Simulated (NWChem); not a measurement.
System: C$_{5}$H$_{8}$; SMILES C=CCC=C

```xyz
13

C      0.5523     0.0377     2.2193
C     -0.3341     0.2714     1.2516
C     -0.4864    -0.5440     0.0000
C     -0.3341     0.2714    -1.2516
C      0.5523     0.0377    -2.2193
H      1.2576    -0.7979     2.1599
H      0.6069     0.6714     3.1084
H     -1.0174     1.1250     1.3538
H     -1.4978    -0.9958     0.0000
H      0.2331    -1.3784     0.0000
H     -1.0174     1.1250    -1.3538
H      1.2576    -0.7979    -2.1599
H      0.6069     0.6714    -3.1084
```
Atoms are numbered in this order, from 1.

Program: NWChem. Coordinates come from a PBE0/def2-SVP optimisation. Not confirmed as a minimum by frequencies. Level: PBE/def2-SVP with SMD (1 M gas to 1 M solution), gas-phase geometry.

For solvent 1,4-dioxane:

solvation free energy (kcal/mol): -1.1
cavity-dispersion-structure term (kcal/mol): 0.4
dipole in solution (D): 0.42

Q: Estimate the same quantities for solvent water.

A: 
| Quantity | Value |
|---|---|
| solvation free energy (kcal/mol) | 1.4 |
| cavity-dispersion-structure term (kcal/mol) | 4.3 |
| dipole in solution (D) | 0.53 |
